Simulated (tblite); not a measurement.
Compound: CHClSe.
SMILES: `ClC=[Se]`

Level: GFN2-xTB in tblite, geometry and Hessian alike; calculated harmonic values, unscaled, isolated species. Against measured fundamentals such values can be off by several per cent, at times by over 20.

Harmonic wavenumbers (cm⁻¹): 250.7, 662.4, 676.2, 892.0, 1195.2, 2981.3.

A = 51511, B = 2179, C = 2090 MHz; mass 127.893 u (most abundant isotopes); point group Cs, symmetry number 1.

Q: What is the zero-point energy?

A: Half the sum of the wavenumbers: 3329 cm⁻¹ = 9.52 kcal/mol.

Q: Give the ideal-gas entropy at 400 K and 1 bar in the rigid-rotor, harmonic-oscillator model (classical rotation).

A: Translation 41.94, rotation 25.61, vibration 4.08: S = 71.6 cal/(mol K).

Q: And Cp and H(400 K) − H(0)?

A: Cp = 13.73 cal/(mol K), of which vibrations give 5.78 (their classical limit is 6 R = 11.9); H(400 K) − H(0) = 4.20 kcal/mol without the zero-point energy, 1.02 from vibrations.

Q: Which modes carry the vibrational entropy at 400 K?

A: 250.7 cm⁻¹: 2.26; 662.4 cm⁻¹: 0.67; 676.2 cm⁻¹: 0.65; 892.0 cm⁻¹: 0.35; 1195.2 cm⁻¹: 0.14; 2981.3 cm⁻¹: 0.00 cal/(mol K).

Q: How do the functions run with temperature in this model?

A: 
```json
{"T (K)": "150", "S (cal/(mol K))": "60.5", "Cp (cal/(mol K))": "9.5", "H − H(0) (kcal/mol)": "1.27", "G − H(0) (kcal/mol)": "-7.80", "ln q(vib)": "0.10"}
{"T (K)": "250", "S (cal/(mol K))": "65.7", "Cp (cal/(mol K))": "11.3", "H − H(0) (kcal/mol)": "2.31", "G − H(0) (kcal/mol)": "-14.12", "ln q(vib)": "0.32"}
{"T (K)": "298.15", "S (cal/(mol K))": "67.8", "Cp (cal/(mol K))": "12.2", "H − H(0) (kcal/mol)": "2.88", "G − H(0) (kcal/mol)": "-17.34", "ln q(vib)": "0.45"}
{"T (K)": "600", "S (cal/(mol K))": "77.6", "Cp (cal/(mol K))": "15.6", "H − H(0) (kcal/mol)": "7.15", "G − H(0) (kcal/mol)": "-39.39", "ln q(vib)": "1.43"}
{"T (K)": "900", "S (cal/(mol K))": "84.2", "Cp (cal/(mol K))": "17.1", "H − H(0) (kcal/mol)": "12.08", "G − H(0) (kcal/mol)": "-63.71", "ln q(vib)": "2.39"}
```

q(vib) and H(0) count from the zero-point level.

Hindered rotation and anharmonicity are outside this model.
